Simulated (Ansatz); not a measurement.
Reactions of `C[NH][SnH2][F]`.

Program: Ansatz. Geometries: PBE0-D4/def2-TZVP. ΔE: electronic, gas phase. CCSD(T)/CBS adds triple-zeta CCSD(T) − MP2 to the extrapolated MP2 energy (def2 sets, frozen cores). This one scheme is used for every species. Functionals use def2-TZVPP. B3LYP here is the variant with VWN-RPA as its local correlation; programs differ in this. Open shells (•) are unrestricted, without spin–orbit coupling. def2 core potentials past Kr. For As, Br, Sn outer-core shells are correlated without core-valence functions, which leaves a few kJ/mol of doubt a bond. Scalar relativity is left out up to krypton. One conformer a species, not always the lowest.

```json
{"reaction": "`C[NH][SnH2][F]` → `[CH2]` (triplet) + `[NH2][SnH2][F]`", "ωB97X-V (kJ/mol)": "404", "HF/CBS(def2) (kJ/mol)": "248", "r2SCAN-D4 (kJ/mol)": "368", "B3LYP-D4 (kJ/mol)": "387"}
{"reaction": "`C[NH][SnH2][F]` + arsine → `[F][SnH2][AsH2]` + CH₃NH₂", "ωB97X-V (kJ/mol)": "-49", "HF/CBS(def2) (kJ/mol)": "-52", "r2SCAN-D4 (kJ/mol)": "-56", "B3LYP-D4 (kJ/mol)": "-56"}
{"reaction": "`C[NH][SnH2][F]` + `N=C=O` → `O=C=[N][SnH2][F]` + CH₃NH₂", "ωB97X-V (kJ/mol)": "-46", "HF/CBS(def2) (kJ/mol)": "-66", "r2SCAN-D4 (kJ/mol)": "-42", "B3LYP-D4 (kJ/mol)": "-43"}
{"reaction": "`C[NH][SnH2][F]` + `CCC(C)(C)C` → `CC(C)C(C)(C)C` + `[NH2][SnH2][F]`", "ωB97X-V (kJ/mol)": "-38", "HF/CBS(def2) (kJ/mol)": "-25", "r2SCAN-D4 (kJ/mol)": "-39", "B3LYP-D4 (kJ/mol)": "-34"}
{"reaction": "`C[NH][SnH2][F]` + `C=O` → `C[NH][SnH2][CH]=O` + H–F", "ωB97X-V (kJ/mol)": "104", "HF/CBS(def2) (kJ/mol)": "126", "r2SCAN-D4 (kJ/mol)": "97", "B3LYP-D4 (kJ/mol)": "98"}
{"reaction": "`C[NH][SnH2][F]` → `[F][SnH3]` + `C=N`", "ωB97X-V (kJ/mol)": "135", "HF/CBS(def2) (kJ/mol)": "100", "r2SCAN-D4 (kJ/mol)": "134", "B3LYP-D4 (kJ/mol)": "122"}
{"reaction": "`C[NH][SnH2][F]` → `C[NH]`• + `[F][SnH2]`•", "ωB97X-V (kJ/mol)": "310", "HF/CBS(def2) (kJ/mol)": "189", "r2SCAN-D4 (kJ/mol)": "279", "B3LYP-D4 (kJ/mol)": "285"}
{"reaction": "`C[NH][SnH2][F]` + HBr → `[F][SnH2][Br]` + CH₃NH₂", "ωB97X-V (kJ/mol)": "-100", "HF/CBS(def2) (kJ/mol)": "-119", "r2SCAN-D4 (kJ/mol)": "-104", "B3LYP-D4 (kJ/mol)": "-101"}
{"reaction": "`C[NH][SnH2][F]` + CH₃NH₂ → `C[NH][SnH2][NH]C` + H–F", "ωB97X-V (kJ/mol)": "81", "HF/CBS(def2) (kJ/mol)": "98", "r2SCAN-D4 (kJ/mol)": "81", "B3LYP-D4 (kJ/mol)": "78"}
{"reaction": "`C[NH][SnH2][F]` + SiH₄ → `C[NH][SnH2][SiH3]` + H–F", "ωB97X-V (kJ/mol)": "57", "HF/CBS(def2) (kJ/mol)": "78", "r2SCAN-D4 (kJ/mol)": "50", "B3LYP-D4 (kJ/mol)": "52"}
```

Task: Give the CCSD(T)/CBS values in the same order. (An estimate is asked.)

Result: Ansatz gave: 392, -52, -44, -41, 94, 135, 327, -99, 67, 44 kJ/mol.

Largest T1 diagnostic: 0.018, for `N=C=O`.
